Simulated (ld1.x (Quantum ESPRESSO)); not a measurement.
# sulfur (S) ultrasoft: all-electron and pseudo phase curves

- Element: S
- Generator: ld1.x (Quantum ESPRESSO) 7.5
- Type: ultrasoft
- Functional: PBEsol
- Relativity: non-relativistic
- Frozen core: [Ne]
- Valence charge: 6
- Reference configuration: 3s2 3p3.5 (charge +0.5)
- Partial waves: 3s (bound): rcut 1.45, rcutus 1.55 bohr; 3s channel at -1.3 Ry: rcut 1.45, rcutus 1.55 bohr; 3p (bound): rcut 0.85, rcutus 1.20 bohr; 3p channel at 0.4 Ry: rcut 0.85, rcutus 1.20 bohr; 3d channel at 0.1 Ry: rcut 1.55, rcutus 1.65 bohr; 3d channel at 1.65 Ry: rcut 1.55, rcutus 1.65 bohr
- Local potential: all-electron potential smoothed inside 1.25 bohr (lloc = -1)
- Core correction: none
- Augmentation charge: PSQ, radius 0.95 bohr

The phase is arctan(r·u′/u) with u = r·R(r), unwrapped; energies in Ry, scanned from -4 to 5 Ry. A pole is an energy at which the radial function vanishes at the test radius. The pseudo phase is shifted by a multiple of π to meet the all-electron one at the reference energy, and phase errors are pseudo minus all-electron; the curves can meet again beyond the range given. Levels narrower than the energy grid can be missing from the lists of poles.

```tsv
channel	radius (bohr)	reference energy (Ry)	poles, all-electron	poles, pseudo	unbroken range about the reference energy with phases within 0.05 rad	phase error 1 Ry above the reference energy (rad)
s	1.79	-1.62	1.20	1.20	the whole range	-0.000
p	1.79	-0.86	2.35	2.38	the whole range	-0.000
d	1.79	0.10	3.39	3.39	the whole range	+0.000
```

Phases in the d channel:

```
E (Ry)  all-electron  pseudo
 -4.00         1.283   1.284
 -3.76         1.274   1.274
 -3.52         1.264   1.264
 -3.28         1.252   1.252
 -3.04         1.239   1.240
 -2.80         1.225   1.225
 -2.56         1.208   1.208
 -2.32         1.189   1.190
 -2.08         1.168   1.168
 -1.84         1.142   1.142
 -1.60         1.112   1.112
 -1.36         1.075   1.075
 -1.12         1.030   1.030
 -0.88         0.972   0.972
 -0.64         0.897   0.897
 -0.40         0.797   0.797
 -0.16         0.659   0.659
  0.08         0.463   0.463
  0.32         0.192   0.192
  0.56        -0.146  -0.146
  0.80        -0.493  -0.493
  1.04        -0.780  -0.780
  1.28        -0.990  -0.990
  1.52        -1.139  -1.139
  1.76        -1.247  -1.247
  2.00        -1.328  -1.328
  2.24        -1.391  -1.391
  2.48        -1.441  -1.441
  2.72        -1.483  -1.482
  2.96        -1.518  -1.518
  3.20        -1.549  -1.548
  3.44        -1.577  -1.576
  3.68        -1.602  -1.601
  3.92        -1.625  -1.624
  4.16        -1.648  -1.646
  4.40        -1.670  -1.667
  4.64        -1.692  -1.688
  4.88        -1.714  -1.709
```
